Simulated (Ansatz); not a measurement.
`[Cl][Sn]([Cl])([Br])[Br]` + H₂ → `[Cl][SnH]([Cl])[Br]` + HBr  (hydrogenolysis of the Sn–Br bond)

Computed with Ansatz on PBE0-D4/def2-TZVP structures; ΔE is electronic, products minus reactants. CCSD(T)/CBS adds triple-zeta CCSD(T) − MP2 to the extrapolated MP2 energy (def2 sets, frozen cores). This one scheme is used for every species. DFT in def2-TZVPP. def2 core potentials past Kr. For Br, Sn outer-core shells are correlated without core-valence functions, which leaves a few kJ/mol of doubt a bond. Scalar relativity is left out up to krypton.

```tsv
level	ΔE (kJ/mol)
RPA@PBE/def2-TZVPP	62.7
CCSD(T)/def2-SVP	62.1
MP2/def2-TZVPP	79.2
HF/def2-QZVPP	59.7
```

(1) What does CCSD(T)/CBS give? (An estimate is asked.)

(2) What do rigid-rotor, harmonic-oscillator terms from PBE0-D4/def2-TZVP frequencies (298.15 K, 1 bar) make of the CCSD(T)/CBS value? (An estimate is asked.)

Largest T1 diagnostic among the species: 0.010.

Answers

(1) Ansatz gave: +78.0 kJ/mol. The listed levels differ from it by -15.3, -15.9, 1.2, -18.3 kJ/mol.

(2) Ansatz gave: ΔZPE = +5.5 kJ/mol, ΔH = +79.2 kJ/mol, ΔS = 29 J/(mol·K), ΔG = +70.7 kJ/mol.

At CCSD(T), def2-SVP lies −15.9 kJ/mol from the extrapolated value and def2-TZVPP −11.3 kJ/mol. From r2SCAN to r2SCAN0 (25 % exact exchange), in def2-TZVPP and without D4, ΔE moves by −3.6 kJ/mol. The D4 term adds +12.1 kJ/mol with B3LYP and +6.7 kJ/mol with PBE0; it sums over pairs of atoms, weighted by their polarisabilities, and B3LYP, whose exchange is more repulsive, gets the larger term.

B3LYP here is the variant with VWN-RPA as its local correlation; programs differ in this.

CCSD(T)/CBS has its own doubt, a few kJ/mol and more with outer-core shells, so smaller differences from it don't rank the levels.
